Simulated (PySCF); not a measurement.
C3H6OS, SMILES C[C@H]1SCO1. The structure is a stationary point at PBE-D3(BJ)/def2-SVP. The structure was generated by enumeration; whether it is a known compound was not checked.

These are PBE-D3(BJ)/def2-SVP run with PySCF 2.14.0 values and carry that method's errors.

Harmonic wavenumbers (cm⁻¹): 92, 238, 286, 421, 551, 642, 749, 864, 883, 969, 1041, 1068, 1107, 1109, 1187, 1260, 1312, 1340, 1397, 1405, 1460, 2928, 2935, 2971, 2990, 3063, 3088. Rotational constants (GHz): 6.279, 4.045, 2.741; symmetry number 1.

Q: Work out the zero-point energy and the ideal-gas rigid-rotor harmonic-oscillator thermochemistry at 298.15 K and 1 atm.

A: ZPE = ½ Σ hcν = ½ × 37355 cm⁻¹ = 223.43 kJ/mol. H − E(el) = 240.55 kJ/mol. Entropy in J/(mol K): translation 164.89, rotation 108.52, vibration 41.26, total 314.67. G − E(el) = 146.73 kJ/mol. Cp = 88.95 J/(mol K). Modes under 150 cm⁻¹ make the vibrational entropy uncertain.
